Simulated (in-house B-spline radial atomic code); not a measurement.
A calculation on Ru⁷⁺ (with a hole in an inner shell): its settings, and results tabulated from the run. Computed with a B-spline radial code for spherical atoms: Dirac-Hartree-Fock, average of the jj configuration, Fermi nucleus of rms radius 4.4809 fm.

In the input, a minus or plus after the letter marks the j = l - 1/2 or j = l + 1/2 subshell.

Command:
```bash
python run_scf.py task.json out
```
Settings (nuclear radius in fm, mass in u):
```
Z                44
configuration    1s2 2s2 2p-1 2p+4 3s2 3p6 3d10 4s2 4p6 4d2
hamiltonian      dirac
method           hf
spin_polarised   False
nucleus          fermi
rms_radius       4.4809
atomic_mass      101.90434
speed_of_light   137.035999084
```

Output (hartree, bohr):
```
 radial grid: 66 intervals, B-splines of order 8, outer radius 13.5065 bohr

 iter        energy (Eh)    residual
    1       -4395.450183    7.73e-01
    2       -4405.909801    4.51e-01
    3       -4407.487833    1.28e-01
    4       -4407.638281    3.38e-02
    5       -4407.651751    1.72e-02
    6       -4407.654130    4.39e-04
    7       -4407.654134    4.65e-05
    8       -4407.654134    2.67e-06
    9       -4407.654134    1.53e-07

 total energy                     -4407.65413
 kinetic                            4582.8434
 electron-nucleus                 -10485.1622
 electron-electron                  1494.6647

 first-order corrections (not in the total)
   Gaunt                             2.9085
   retardation                      -0.2881
   frequency dependence             -0.0218
   self-energy                       2.1389
   Uehling                          -0.2524
   Wichmann-Kroll                    0.0041
   recoil                            0.0172

 orbital      occ     eigenvalue          <r>       <r^2>       <1/r>     <1/r^2>     <1/r^3>       r_max    small
 1s1/2      2.000      -828.1544    0.0333991  0.00150593     45.9036     4470.62           -     0.02171  2.59e-02
 2s1/2      2.000      -127.9385     0.144083   0.0245284     10.5949     502.886           -      0.1222  5.45e-03
 2p1/2      1.000      -119.6018     0.123434   0.0187753     10.5009     161.057           -     0.09507  5.39e-03
 2p3/2      4.000      -114.3308     0.127143   0.0197044     10.0025     136.126     2853.54     0.09878  5.25e-03
 3s1/2      2.000       -27.8299     0.392853    0.176608     3.72228     96.5301           -      0.3555  1.54e-03
 3p1/2      2.000       -24.0621     0.384895    0.172503     3.65598     31.7569           -       0.343  1.51e-03
 3p3/2      4.000       -23.2776     0.394267    0.180428     3.49638     26.1823     513.093      0.3505  1.44e-03
 3d3/2      4.000       -16.6793     0.367897    0.161235     3.32009     13.9317     77.8784      0.2916  1.32e-03
 3d5/2      6.000       -16.5925     0.369601    0.162618     3.29975     13.7089      74.971      0.2929  1.31e-03
 4s1/2      2.000        -7.6083     0.955425     1.02557     1.43052     18.4078           -      0.8774  3.88e-04
 4p1/2      2.000        -6.2641      1.00808     1.14903      1.3404     5.83062           -      0.9144  3.53e-04
 4p3/2      4.000        -6.1201      1.02667     1.19106     1.30342     4.91824     87.2582      0.9319  3.39e-04
 4d3/2      0.800        -4.2503      1.17079     1.57094     1.11147     2.26764     10.5365        1.03  2.61e-04
 4d5/2      1.200        -4.2387      1.17501     1.58187     1.10609     2.23189     10.0969       1.034  2.59e-04
```

Run time, properties included: 0.93 s on 1 thread of Arm Neoverse V2, on a shared host.

For the Dirac Hamiltonian the kinetic term is c α·p + (β - 1)c².
